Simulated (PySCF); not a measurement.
# How methods differ on the excitation energy of I

I [Kr] 4d10 5s2 5p5 (2P) → I [Kr] 4d10 5s1 5p6 (2S), as a difference of total energies. All numbers are calculated (PySCF 2.14, the non-relativistic Hamiltonian (point nucleus), in dyall-av2z). Correlated levels: valence: [Kr] 4d10 frozen; virtual orbitals above 40 to 60 times the deepest correlated orbital energy dropped. The calculations carry no spin-orbit coupling.

```tsv
method	excitation energy (eV)
UHF	11.286
MP2 (valence)	9.479
SCS-MP2 (valence)	9.265
CCSD (valence)	8.185
CCSD(T) (valence)	7.790
```

Question: How much does correlation contribute at CCSD(T) (valence)?

Answer: 7.790 − (11.286) = -3.496 eV, measured against UHF.

The coupled-cluster amplitudes are large for the upper state (T1 above 0.03 or a double amplitude above 0.15), so a single reference is strained.
